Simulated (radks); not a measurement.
Spherical jellium clusters: N electrons in a uniform positive sphere of charge N and radius rs N^(1/3), rs = 2.22 bohr. Method: non-relativistic Kohn-Sham, LDA (Slater exchange, Perdew-Wang correlation), spin-polarised, spherical densities; computed with a radial shooting solver with Libxc functionals. Levels are named by radial order and angular momentum (1s, 1p, 1d, 2s, ...), and open shells are averaged over m.

N = 34, configuration 1s2 1p6 1d10 2s2 1f14. This is the lowest configuration that the search found. Occupied and some empty levels:

level  occupation  eigenvalue (eV)  <r> (bohr)
1s              2          -11.722       3.891
1p              6          -9.4121       4.949
1d             10          -6.8749       5.686
2s              2          -6.4720       4.978
1f             14          -4.1160       6.336
2p              0          -3.4416       6.041
1g              0          -1.2356       7.118
2d              0         -0.90582       8.313

Energy (eV): total -23.4848, kinetic 173.88, external -5107.4, Hartree 2490.4, exchange-correlation -204.67, background 2624.3. Static polarisability (adiabatic kernel): 574.4 bohr^3, against R^3 = 372.0 for a classical metal sphere.

Electron density:

r (bohr)  n(r) (e/bohr^3)
0.535             0.02611
1.43              0.02208
2.32              0.01853
3.22              0.01891
4.11              0.02219
5.01              0.02369
5.90              0.01962
6.79              0.01155
7.69             0.004888
8.58             0.001713
9.48            0.0005506
10.4            0.0001700
11.3           0.00005173
